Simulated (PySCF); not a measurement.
# C4H9OSi: g tensor and hyperfine couplings

C4H9OSi (doublet state).
Structure used (GFN2-xTB), in Å, numbered top down from 1:
```xyz
15
C4H9OSi angstrom
C      3.0421   -0.2120    0.0279
O      1.7464   -0.5098   -0.0607
Si     0.4344    0.2027   -0.7054
C     -1.0355   -0.9956   -0.8169
C     -1.9401    0.0378   -0.1196
C     -0.8710    0.9904    0.4497
H      3.6720   -0.9510    0.4817
H      3.4379    0.6241   -0.5157
H      0.7827    1.0001   -1.8819
H     -1.3891   -1.2963   -1.7987
H     -0.9185   -1.8967   -0.2189
H     -2.5954   -0.3905    0.6376
H     -2.5585    0.5551   -0.8514
H     -1.1146    2.0435    0.3363
H     -0.6974    0.8062    1.5085
```

The hyperfine couplings belong to this conformer and change with its torsions.

Identity: `[CH2]O[SiH]1CCC1` [radical].

Method used: UKS B3LYP, pcH-1 on C H O Si, non-relativistic, mean-field spin-orbit, GIAO in PySCF. One conformer (not necessarily the lowest) at the GFN2-xTB geometry, without solvent, vibrations or thermal averaging. Couplings are sensitive to structure, and on GFN2-xTB geometries they can be far from those on DFT ones. The SCF solution wasn't tested for stability.

- g1, g2, g3: 2.00213, 2.00337, 2.00405
- g_iso: 2.00318
- Form of g: rhombic: the two nearest values differ by 35 % of g3 − g1
- ⟨S²⟩: 0.7534 (exact 0.7500)
- Total energy: -522.54171 Eh

Hyperfine couplings atom by atom, in MHz; T1 to T3 are the principal values of the dipolar part; ρ(0) is the spin density at the nucleus:

```tsv
atom	isotope	a_iso	of which spin–orbit	T1	T2	T3	Mulliken spin population	ρ(0) (bohr⁻³)
C1	13C	99.0	0.0	-80.4	-78.3	158.6	0.97	0.0881
O2	17O	-13.3	0.0	-55.1	26.9	28.2	0.10	0.0219
Si3	29Si	3.0	0.0	-1.7	0.2	1.5	0.01	-0.0033
C4	13C	4.6	0.0	-0.6	-0.4	1.0	0.00	0.0041
C5	13C	-0.4	0.0	-0.2	-0.1	0.3	0.00	-0.0004
C6	13C	9.8	0.0	-1.1	-0.9	2.0	0.01	0.0087
H7	1H	-61.5	0.0	-37.9	-0.2	38.1	-0.05	-0.0138
H8	1H	-60.5	0.0	-37.9	-0.2	38.1	-0.04	-0.0135
H9	1H	1.6	0.0	-2.3	-2.1	4.4	0.00	0.0003
H10	1H	-0.7	0.0	-0.9	-0.8	1.7	0.00	-0.0002
H11	1H	-0.2	0.0	-1.3	-1.1	2.4	0.00	0.0000
H12	1H	-0.3	0.0	-0.6	-0.4	1.0	0.00	-0.0001
H13	1H	-0.1	0.0	-0.5	-0.5	1.0	0.00	0.0000
H14	1H	1.1	0.0	-1.1	-0.7	1.8	0.00	0.0002
H15	1H	-0.6	0.0	-1.6	-0.9	2.5	0.00	-0.0001
```

The largest Mulliken spin populations are on C1 (+0.97) and O2 (+0.10). No atom but C1 exceeds +0.15. The angles at C1 add up to 358.7°, so it is planar; its axial dipolar tensor and the negative couplings of its protons fit spin in a p orbital normal to that plane.

Axes: g3 points within 14° of the C1–H7 bond.

Under fast tumbling the dipolar parts average out, and these isotropic splittings remain: 1 × 1H (H7, I = 1/2, 2 lines) with 2.19 mT, 1 × 1H (H8, I = 1/2, 2 lines) with 2.16 mT and 1 × 1H (H9, I = 1/2, 2 lines) with 0.06 mT.

H7 and H8 aren't averaged: C1 is flat or nearly so (angle sum 359°), and its turn about the short C1–O2 bond (1.33 Å) is taken as slow.

The 13C coupling of C1 (99.0 MHz) shows only in satellite lines or after enrichment, since that isotope makes up about 1.07 % of natural carbon.

The 17O coupling of O2 (-13.3 MHz) shows only in satellite lines or after enrichment, since that isotope makes up about 0.038 % of natural oxygen.

Time: 59 s of wall time (with the writing of density and orbital grids); peak memory 0.90 GiB. Hardware: an Arm Neoverse V2 with one thread, shared host with 96 logical CPUs at a one-minute load of 71.
